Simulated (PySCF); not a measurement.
# C₆ coefficients of unlike pairs at MN15

Calculated with PySCF 2.14 from the dipole response of each species, C₆(A,B) = (3/π) ∫ α_A(iu) α_B(iu) du, in atomic units, from isotropic polarisabilities. For ions this is the dispersion term alone; charge-induced terms of lower order in 1/R come first.

```
species           configuration                                        basis      relativity  α (bohr³)  C₆ (like pair)
     Nb       [Kr] 4d4 5s1 (6D)                  aug-cc-pVTZ-DK (9s8p6d3f2g)   spin-free X2C      104.2            1204
   Ge²⁺      [Ar] 3d10 4s2 (1S)      aug-cc-pVTZ-PP with ECP10MDF (6s5p4d2f)  core potential      11.01           41.27
    Tc⁺       [Kr] 4d5 5s1 (7S)    aug-cc-pwCVDZ-PP with ECP28MDF (6s6p5d3f)  core potential      36.62           277.8
     Ir  [Xe] 4f14 5d7 6s2 (4F)  aug-cc-pwCVTZ-PP with ECP60MDF (8s8p7d4f3g)  core potential      47.99           524.2
```

(1) Estimate C₆ for Tc⁺ with Nb.

No spin-orbit coupling is included.

The other pairs:

```tsv
pair	C₆
Ir, Tc⁺	381.3
Ir, Ge²⁺	145.6
Ir, Nb	759.8
Ge²⁺, Nb	202.4
Tc⁺, Ge²⁺	105.4
```

Results:

(1) The integral gives 557.6. The combination rule 2 C_A C_B / (C_A α_B/α_A + C_B α_A/α_B) gives 551.1 and the geometric mean 578.3.
